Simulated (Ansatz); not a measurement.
A nudged elastic band was laid between two geometries of ClGaH₄O (7 atoms, charge 0, multiplicity 1).

All numbers below come from RHF/def2-SVP in Ansatz 0.2.0.

* movable images: 5
* climbing image: yes
* spring: 5.0 eV/Å²
* optimiser: quadratic models (default)
* start path: through a guess of the saddle point
* force threshold: 0.03 eV/Å
* iteration limit: 60
* end points: relaxed

Image 0:

```xyz
7
Properties=species:S:1:pos:R:3
Ga 0.034 0.034 0.084
Cl -0.047 0.591 2.232
H 1.431 0.238 -0.587
H -1.359 0.047 -0.641
O 0.088 -2.069 0.612
H -0.591 -2.652 0.299
H 0.134 -2.153 1.559
```

Image 6:

```xyz
7
Properties=species:S:1:pos:R:3
Ga -0.133 -0.320 -0.785
Cl 0.878 -0.997 3.497
H 0.808 0.884 -0.488
H -0.881 -0.674 -2.114
O -0.385 -1.434 0.599
H -0.942 -2.190 0.499
H 0.344 -1.233 2.349
```

Q: What changes between the two ends?

A: Bonds broken: Ga1–Cl2, O5–H7. Bonds formed: Cl2–H7. ClGaH4O becomes ClH + GaH3O.

Q: Give the energies along the band, and the barrier.

A: The run converged. The highest image is number 3 of 0 to 6, 1.49 eV above the first end and 0.21 eV above the last; the last end lies 1.28 eV above the first. A vibrational analysis at the climbing image gives one clearly imaginary mode, 845i cm⁻¹: a first-order saddle point. The orbitals stay closed-shell, which can raise the energy where a bond breaks towards radicals; this wasn't checked here.

```csv
image,path coordinate (Å),energy (eV),Ga1–Cl2 (Å),O5–H7 (Å),Cl2–H7 (Å)
0,0.00,0.00,2.22,0.95,2.83
1,0.44,0.09,2.27,0.96,2.29
2,0.88,0.67,2.49,1.02,1.83
3,1.32,1.49,2.71,1.40,1.42
4,2.34,1.31,3.61,1.98,1.29
5,3.37,1.29,4.15,1.92,1.29
6,4.40,1.28,4.45,1.91,1.29
```

Q: What is the geometry of the highest image?

A: 
```xyz
7
Properties=species:S:1:pos:R:3:forces:R:3
Ga 0.032 -0.286 -0.243 0.00 0.00 0.00
Cl 0.025 -0.098 2.465 0.00 0.00 0.00
H 1.429 0.281 -0.618 0.00 0.00 0.00
H -1.397 0.107 -0.733 0.00 0.00 0.00
O 0.103 -1.996 0.535 0.00 0.01 0.00
H -0.575 -2.638 0.379 0.00 -0.01 -0.01
H 0.075 -1.333 1.771 0.00 0.01 0.01
```

Q: What are the harmonic wavenumbers there?

A: 845i, 143, 359, 401, 520, 591, 630, 709, 800, 825, 1066, 1565, 2095, 2124, 4178 cm⁻¹.

The band took 18 iterations and of the order of 2.3 core-minutes.

The run took 2.3 min on 1 thread of Arm Neoverse V1, on a shared host, peak memory 0.16 GiB.
